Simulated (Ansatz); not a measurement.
Consider the isomerisation: `CCB(N)O` → `CBOCN`.

Gas-phase electronic energies from Ansatz, PBE0-D4/def2-TZVP geometries. CCSD(T)/CBS is the MP2 limit (def2-TZVPP, def2-QZVPP) plus CCSD(T) − MP2 in def2-TZVPP, frozen cores. DFT in def2-TZVPP. One conformer a species, not always the lowest.

| species | r2SCAN energy (Eh) |
| --- | --- |
| `CCB(N)O` | -235.92410 |
| `CBOCN` | -235.84989 |

Problem. Work out ΔE.

Solution. ΔE = (-235.84989) − (-235.92410) = 0.07421 Eh = +194.8 kJ/mol. CCSD(T)/CBS gives +197.4 kJ/mol.

Largest T1 diagnostic among the species: 0.012.

In def2-TZVPP, CCSD(T) changes the Hartree–Fock value by +8.2 kJ/mol (the triples alone add −0.5 kJ/mol) and MP2 by +16.3 kJ/mol. From PBE to PBE0 (25 % exact exchange), in def2-TZVPP and without D4, ΔE moves by +5.2 kJ/mol.
